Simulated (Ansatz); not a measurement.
Basis-set extrapolation for `C#CCS(=O)(=O)c1ccccc1` (PBE0-D4/def2-TZVP geometry, frozen core, Ansatz). Multiplicity 1, RHF reference.

```csv
,def2-TZVPP,def2-QZVPP
HF,-892.829480,-892.864041
MP2 correlation,-2.065998,-2.211847
CCSD(T) correlation,-2.200795,not run
```

Energies in hartree. Use E(X) = E(∞) + A·exp(−7.88·√X) for Hartree–Fock and E(X) = E(∞) + B·X^(−2.97) for correlation, with X = 3 and 4, and add CCSD(T) minus MP2 of the smaller set to the MP2 limit.

Problem. What is the CCSD(T) energy at the basis-set limit?

Solution. HF limit: -892.864041 + (-0.034561) × 0.13774 = -892.86880. MP2 limit: -2.211847 + (-0.145849) × 0.74074 = -2.31988. Higher-order term: -2.200795 − (-2.065998) = -0.13480. Total: -895.32348 hartree, 184.0 kcal/mol below CCSD(T)/def2-TZVPP.
